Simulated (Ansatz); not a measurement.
Start from `BOCN` and change one atom or group to get `NCO[SiH3]`.

Ansatz, PBE0-D4/def2-TZVP geometries, multiplicity 1. Each molecule was computed in one conformer, which needn't be the lowest.

| property | `BOCN` |
| --- | --- |
| size of the dipole moment (ωB97M-V/def2-TZVPP) / D | 0.90 |
| size of the dipole moment (B3LYP/def2-TZVPP) / D | 0.92 |
| HOMO–LUMO gap (ωB97M-V/def2-TZVPP) / eV | 11.62 |
| HOMO energy (B3LYP/def2-TZVPP) / eV | -7.50 |
| HOMO–LUMO gap (PBE/def2-TZVPP) / eV | 4.95 |
| LUMO energy (ωB97M-V/def2-TZVPP) / eV | 1.46 |

(1) Give the same properties after the change, and the shifts. (An estimate is asked.)

## Answers

(1) The calculation gave: 
```csv
property,`NCO[SiH3]`,shift
size of the dipole moment (ωB97M-V/def2-TZVPP) / D,0.16,-0.74
size of the dipole moment (B3LYP/def2-TZVPP) / D,0.16,-0.76
HOMO–LUMO gap (ωB97M-V/def2-TZVPP) / eV,12.10,0.48
HOMO energy (B3LYP/def2-TZVPP) / eV,-7.42,0.08
HOMO–LUMO gap (PBE/def2-TZVPP) / eV,5.71,0.76
LUMO energy (ωB97M-V/def2-TZVPP) / eV,1.98,0.52
```

With PBE0 the HOMO rises by 0.06 eV and the LUMO rises by 0.73 eV, so the gap widens by about 0.67 eV. PBE moves the HOMO by 0.10 eV and ωB97M-V by 0.04 eV. The zero-point energy changes by 8.6 kJ/mol with +3 modes. Dipoles are sizes alone; their direction can turn.

B3LYP here is the variant with VWN-RPA as its local correlation; programs differ in this.
